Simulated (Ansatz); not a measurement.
Consider the redistribution: `C[Si@H](F)[C@@H](F)Cl` + `BCS` → `C[SiH](F)S` + `BCC(F)Cl`.

Program: Ansatz. Geometries: PBE0-D4/def2-TZVP. ΔE: electronic, gas phase. CCSD(T)/CBS is the MP2 limit (def2-TZVPP, def2-QZVPP) plus CCSD(T) − MP2 in def2-TZVPP, frozen cores. Functionals use def2-TZVPP. B3LYP here is the variant with VWN-RPA as its local correlation; programs differ in this. One conformer a species, not always the lowest.

```csv
level,ΔE (kcal/mol),difference from CCSD(T)/CBS
PBE-D4,-27.4,1.4
r2SCAN-D4,-29.2,-0.4
PBE0-D4,-28.7,0.1
B3LYP-D4,-27.3,1.5
ωB97X-V,-28.3,0.5
ωB97M-V,-28.3,0.5
B2PLYP,-28.6,0.2
PBE,-27.7,1.1
r2SCAN,-29.3,-0.5
PBE0,-29.0,-0.2
B3LYP,-27.8,1.0
HF/def2-TZVPP,-30.2,-1.4
MP2/def2-TZVPP,-30.0,-1.2
SCS-MP2/def2-TZVPP,-29.1,-0.3
CCSD/def2-TZVPP,-29.1,-0.3
CCSD(T)/def2-TZVPP,-29.0,-0.2
HF/def2-QZVPP,-30.1,-1.3
MP2/def2-QZVPP,-29.9,-1.1
SCS-MP2/def2-QZVPP,-29.1,-0.3
HF/CBS(def2),-30.1,-1.3
MP2/CBS(def2),-29.8,-1.0
CCSD/CBS(def2),-28.9,-0.1
CCSD(T)/CBS,-28.8,0
```

Largest T1 diagnostic among the species: 0.011.

From PBE to PBE0 (25 % exact exchange), in def2-TZVPP and without D4, ΔE moves by −1.3 kcal/mol.
